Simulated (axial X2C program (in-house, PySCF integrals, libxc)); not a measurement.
## Spin–orbit effects down a group: molecules with Pd (ions), CCSD

Computed with an in-house relativistic program for diatomic molecules, spin-free (one-electron X2C) or two-component (2c: spin–orbit coupling with atomic mean-field Coulomb and Gaunt terms, which also bring small scalar terms), in Dyall basis sets with cores contracted in-house; open shells are unrestricted.

Basis sets: H dyall-v3z, Li dyall-cv3z, Na dyall-cv3z, Pd dyall-cv3z. Frozen shells (counts by l): PdH⁺ Pd 4s3p1d, H none, 10 electrons correlated; LiPd⁺ Pd 4s3p1d, Li 1s, 10 electrons correlated; NaPd⁺ Pd 4s3p1d, Na 2s1p, 10 electrons correlated. Coupled cluster in natural virtuals with an MP2 remainder. Where the outer core of a metal is frozen, bonds come out longer and ionisation energies lower.

```
molecule  spin-free state  Re (Å)  ωe (cm⁻¹)  De (eV)  2c state  Re 2c (Å)  ωe 2c (cm⁻¹)  De 2c (eV)
    PdH⁺   M_S = 0, Λ = 0   1.467     2268.8     2.12     Ω = 0      1.468        2256.5         n/a
   LiPd⁺   M_S = 0, Λ = 0   2.449      288.4     0.65     Ω = 0      2.452         287.6        0.65
   NaPd⁺   M_S = 0, Λ = 0   2.908      125.4     0.33     Ω = 0      2.909         125.5        0.33
```

(1) Work out the shifts from the spin-free to the two-component result.

Fragments in 2c: Pd+ + H, Pd + Li+, Pd + Na+. Each entry is the lowest single determinant of a limited PBE0 search at one distance. De goes to single-determinant-based atoms at the same level (for ions the charge split of lowest energy) and is withheld (n/a) where an atom does not fit its ground term or J level. Main or longest-lived isotopes. One determinant is a doubtful description, or other states lie close, for PdH⁺; these need not be ground states, and all values refer to the states named.

## Answers

(1) 

```csv
molecule,2c state,ΔRe (Å),Δωe (cm⁻¹),ΔDe (eV)
PdH⁺,Ω = 0,0.001,noise,n/a
LiPd⁺,Ω = 0,0.003,noise,0.00
NaPd⁺,Ω = 0,0.001,noise,0.00
```

Shifts of one unit in the last digit are rounding. Where the truncated virtual spaces of the two runs make Δωe unreliable it is marked noise.
